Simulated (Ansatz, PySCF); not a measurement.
Bond stretch in MgH, doublet.

Computed with: ROHF/def2-TZVP (Ansatz, a first-principles code); FCI = full CI/def2-TZVP, frozen core (Ansatz); UHF/LANL2DZ = unrestricted Hartree-Fock/LANL2DZ, with its core potentials past Ne in PySCF 2.14.0.

Total energies in hartree (comparable only within one method and basis):

```
R / Å        ROHF         FCI  UHF/LANL2DZ
-----  ----------  ----------  -----------
1.31   -200.09851  -200.13628     -1.27015
1.40   -200.12112  -200.15844     -1.29313
1.48   -200.13419  -200.17123     -1.30655
1.57   -200.14301  -200.17989     -1.31572
1.66   -200.14716  -200.18408     -1.32022
1.68   -200.14758  -200.18453     -1.32072
1.74   -200.14796  -200.18507     -1.32132
1.79   -200.14738  -200.18472     -1.32094
1.85   -200.14583  -200.18352     -1.31963
1.90   -200.14395  -200.18201     -1.31797
2.00   -200.13895  -200.17800     -1.31356
2.17   -200.12801  -200.16949     -1.30448
2.36   -200.11407  -200.15967     -1.29514
2.61   -200.10316  -200.14923     -1.28683
2.87   -200.10378  -200.14294     -1.28224
3.16   -200.10468  -200.14011     -1.27996
3.47   -200.10540  -200.13926     -1.27907
3.82   -200.10591  -200.13911     -1.27882
4.26   -200.10623  -200.13913     -1.27880
4.69   -200.10636  -200.13916     -1.27879
5.25   -200.10642  -200.13917     -1.27875
6.08   -200.10644  -200.13916     -1.27869
6.94   -200.10644  -200.13916     -1.27867
```

The unrestricted determinant behind UHF/LANL2DZ is spin-contaminated at 2.36 to 3.16 Å (<S²> up to 0.9, against 0.75 for a pure doublet).
